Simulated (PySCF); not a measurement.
Species: C₅H₉FO.
Numbering: `[CH3:1][O:2][C@@H:3]1[CH2:4][CH2:5][C@H:6]1[F:7]` (hydrogens: H8, H9, H10 on C1; H11 on C3; H12, H13 on C4; H14, H15 on C5; H16 on C6)

The geometry is computed with GFN2-xTB (gas phase).

Question: Give the optimised bond lengths and angles.

Answer: 
| bond | length (pm) | order |
| --- | --- | --- |
| C1–O2 | 140.9 | single |
| O2–C3 | 139.7 | single |
| C3–C4 | 153.8 | single |
| C4–C5 | 153.7 | single |
| C5–C6 | 153.2 | single |
| C6–F7 | 137.4 | single |
| C3–C6 | 154.4 | single |
| C1–H8, C1–H9, C1–H10 | 109.3 | single |
| C3–H11 | 109.9 | single |
| C4–H12 | 108.6 | single |
| C4–H13 | 108.6 | single |
| C5–H14 | 108.6 | single |
| C5–H15 | 108.8 | single |
| C6–H16 | 109.3 | single |

Bonds in one row agree within 1 pm and their mean is given. Orders are formal, as drawn. A selection of angles:
| angle | degrees |
| --- | --- |
| O2–C1–H8 | 106.5 |
| O2–C1–H9 | 111.5 |
| H8–C1–H9 | 109.5 |
| C1–O2–C3 | 113.4 |
| O2–C3–C4 | 114.3 |
| O2–C3–C6 | 117.4 |
| O2–C3–H11 | 111.1 |
| C4–C3–C6 | 88.7 |
| C4–C3–H11 | 113.2 |
| C6–C3–H11 | 110.6 |
| C3–C4–C5 | 89.5 |
| C3–C4–H12 | 116.2 |
| C3–C4–H13 | 110.4 |
| C5–C4–H12 | 116.8 |
| C5–C4–H13 | 113.0 |
| H12–C4–H13 | 109.7 |
| C4–C5–C6 | 89.1 |
| C4–C5–H14 | 116.9 |
| C4–C5–H15 | 112.9 |
| C6–C5–H14 | 116.1 |
| C6–C5–H15 | 111.0 |
| H14–C5–H15 | 109.6 |
| C5–C6–F7 | 115.7 |
| C5–C6–H16 | 114.9 |
| F7–C6–H16 | 107.2 |
| C3–C6–C5 | 89.5 |
| C3–C6–F7 | 115.6 |
| C3–C6–H16 | 113.6 |

Torsions: C1–O2–C3–C4 180° (antiperiplanar); O2–C3–C4–C5 -133° (anticlinal); C3–C4–C5–C6 14° (synperiplanar); C4–C5–C6–F7 -132° (anticlinal); O2–C3–C6–C5 130° (anticlinal).

O2 (ether oxygen) is bent (angle 113.4°). Of the pairs four or more bonds apart, C6···H9 is among the closest relative to their van der Waals radii: 2.87 Å, 99 % of the sum of Bondi's values. The 4-membered ring C3–C4–C5–C6 has internal angles of 88.7° to 89.5° (sum 357°, against 360° for a flat polygon); it is puckered, 0.09 Å rms from its mean plane, widest ring torsion 14°.

Point group: C1 (no symmetry element, even within 0.4 Å). No GFN2-xTB frequencies stand behind this structure, so it isn't proved a minimum. The numbers are those of one conformer.
